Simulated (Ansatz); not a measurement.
A nudged elastic band was laid between two geometries of CH8AlBOSi (13 atoms, charge 0, multiplicity 1).

Level of theory: Ansatz, RKS B3LYP-D4/def2-SVP.

| Item | Value |
| --- | --- |
| movable images | 7 |
| climbing image | yes |
| spring | 5.0 eV/Å² |
| optimiser | quadratic models (default) |
| start path | through a guess of the saddle point |
| force threshold | 0.05 eV/Å |
| iteration limit | 55 |
| end points | relaxed |

First end point:

```xyz
13
Properties=species:S:1:pos:R:3
B -1.752 0.471 0.632
C -0.302 0.143 0.936
Al 0.679 1.241 -0.562
Si 0.399 -1.401 0.244
O 1.216 -0.579 -1.096
H -2.370 1.285 1.280
H -2.313 -0.042 -0.313
H 0.105 0.481 1.900
H 1.970 1.985 -0.019
H -0.177 1.848 -1.750
H 1.447 -2.108 1.029
H -0.513 -2.388 -0.390
H 1.632 -0.971 -1.875
```

Last end point:

```xyz
13
Properties=species:S:1:pos:R:3
B -1.232 0.654 1.319
C -0.986 -0.097 0.025
Al 0.426 1.152 -0.898
Si 0.241 -1.457 0.033
O 1.529 -0.466 -0.671
H -0.411 0.625 2.211
H -2.217 1.340 1.480
H -1.829 -0.201 -0.674
H 1.093 2.311 -0.045
H 0.148 1.334 -2.449
H 0.774 -1.944 1.332
H 0.017 -2.606 -0.887
H 2.467 -0.679 -0.762
```

What changes between the two ends?

No bond is made or broken.  The two ends are copies of one structure, up to a mirror image or an exchange of like atoms.

Give the energies along the band, and the barrier.

It converged. The highest image is number 4 of 0 to 8, 1.27 eV above the ends, which have the same energy within 2 meV. The profile has 2 maxima (images 4, 7) with wells between them (image 6): this band takes more than one step, which may be the mechanism or a detour left from its start path. A vibrational analysis at the climbing image gives one clearly imaginary mode, 436i cm⁻¹: a first-order saddle point.

```
image  path coordinate (Å)  energy (eV)
    0                 0.00         0.00
    1                 1.09         0.07
    2                 2.18         0.36
    3                 3.27         0.85
    4                 4.36         1.27
    5                 6.41         0.36
    6                 8.47         0.19
    7                10.52         0.46
    8                12.58         0.00
```

What is the geometry of the highest image?


```xyz
13
Properties=species:S:1:pos:R:3
B -1.668 -0.002 1.196
C -0.612 0.594 0.363
Al 1.033 1.240 -0.834
Si -0.026 -1.085 0.027
O 1.366 -0.602 -1.055
H -2.522 0.542 1.846
H -1.679 -1.244 1.247
H -0.635 1.691 0.357
H 2.168 1.886 0.057
H 0.518 1.898 -2.173
H 0.697 -1.864 1.065
H -0.793 -1.976 -0.875
H 2.172 -1.113 -1.207
```

The run took 16 min on 2 threads of Intel(R) Xeon(R) Platinum 8259CL CPU @ 2.50GHz (Skylake/Cascade Lake), with other jobs on the host, peak memory 0.31 GiB.
